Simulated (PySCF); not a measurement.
A structure optimised at TPSSh-D3(BJ)/def2-SVP, used in a PySCF frequency run:

```xyz
8

Al    -0.1062    -0.9480     0.0000
Br     0.0900     1.3176     0.0000
C      1.4550    -2.1031     0.0000
H      2.0858    -1.9161    -0.8859
H      1.1645    -3.1659     0.0000
H      2.0858    -1.9161     0.8859
O     -1.6680    -1.6306     0.0000
H     -2.4933    -1.1312     0.0000
```
Charge 0, spin multiplicity 1.

Q: Write its SMILES, formula and point group.

A: [CH3][Al]([OH])[Br], CH4AlBrO, Cs

Q: What are its rotational constants (standard atomic weights)?

A: 5.7245, 1.8268, 1.3969 GHz
